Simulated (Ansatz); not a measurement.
## Two structures, one formula

The two ends of one reaction step of SnSiH₇F, singlet (PBE0-D4/def2-TZVP).

A:

```
10
angstrom
Sn -0.6677 1.3792 -1.4025
Si 0.5616 -1.3494 1.4539
H -1.4418 2.2733 -2.6254
H -0.2787 2.2925 -0.0223
H -1.4341 -0.0990 -1.0515
H 1.2996 -0.6818 0.3511
F 1.0298 0.8865 -2.1680
H -0.4507 -0.4086 2.0018
H 1.5082 -1.7353 2.5301
H -0.1264 -2.5572 0.9328
```

B:

```
10
angstrom
Sn -1.0889 0.7962 -0.5626
Si -0.0197 -0.9792 0.9513
H -0.8430 0.4149 -2.2028
H -0.4633 2.3398 -0.2127
H -2.7694 0.8040 -0.2493
H 2.1798 0.0247 -0.4324
F 2.3236 0.6598 -1.0919
H -0.2444 -0.6761 2.3882
H 1.4660 -1.0466 0.7633
H -0.5407 -2.3373 0.6489
```

Program: Ansatz 0.2.0. Basis: def2-TZVPP. Cores are frozen in the correlated methods. Filled d shells of the heavier atoms are correlated. Core potentials replace the inner electrons of the atoms past krypton. The def2 sets are not built for correlating such inner shells, so the correlated values are less sure here. B3LYP uses VWN-RPA correlation.

Which structure is lower at CCSD(T), and by how much? (Judge from chemistry; the value comes from the calculation.)

The calculation gives: A, by 4.60 kcal/mol (electronic energy, against the other). By their contacts, A is a complex of SnH₃F ([F][SnH3]) + SiH₄ and B is a complex of SnSiH₆ ([SiH3][SnH3]) + HF.

Do the other methods give the same order? (Judge from chemistry; the calculation decides.)

By the calculation: Not all: SPW92 gives the other order.

```tsv
method	E(B) − E(A) (kcal/mol)
SPW92	-1.40
PBE-D4	2.56
BLYP-D4	7.26
r2SCAN-D4	5.51
B97M-V	8.32
PBE0-D4	2.24
B3LYP-D4	6.58
r2SCAN0-D4	4.20
BHLYP-D4	7.08
CAM-B3LYP-D4	7.77
wB97X-V	7.16
wB97M-V	6.01
B2PLYP	6.90
PBE-QIDH	3.21
RPA on PBE	6.72
HF	11.98
MP2	4.15
CCSD	5.20
CCSD(T)	4.60
```

No T1 diagnostic of these runs exceeds 0.014.

Labels in which every atom is bracketed show which atoms are joined, not bond orders.

For scale, one of the runs: CCSD(T)/def2-TZVPP, 221 basis functions, launched by `ansatz run in.yaml --threads 4 --pin off --events-out ev --progress --plain --max-ram 9574MiB`. Hardware: 4 CPU threads of an Arm Neoverse V1, shared host. Wall time 2 min; peak host memory 3.7 GiB.
